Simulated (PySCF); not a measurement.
A structure optimised at PBE0-D3(BJ)/def2-SVP, used in a PySCF frequency run:

```
Al
O 1 1.7097
H 2 0.9576 1 126.80
C 1 1.9447 2 117.04 3 -179.95
H 4 1.1008 1 111.83 2 -0.33
H 4 1.1033 5 107.87 1 -122.67
H 4 1.1033 5 107.90 6 -114.61
C 1 1.9528 2 119.00 3 0.04
C 8 1.3424 1 122.87 2 0.10
H 9 1.0980 8 123.08 1 179.99
H 9 1.0981 10 114.85 8 -180.00
H 8 1.1004 9 115.93 10 0.01
```

Q: Write its SMILES and formula.

A: C=[CH][Al]([CH3])[OH], C₃H₇AlO

Q: What are its rotational constants (standard atomic weights)?

A: 5.9685, 2.5485, 1.8060 GHz
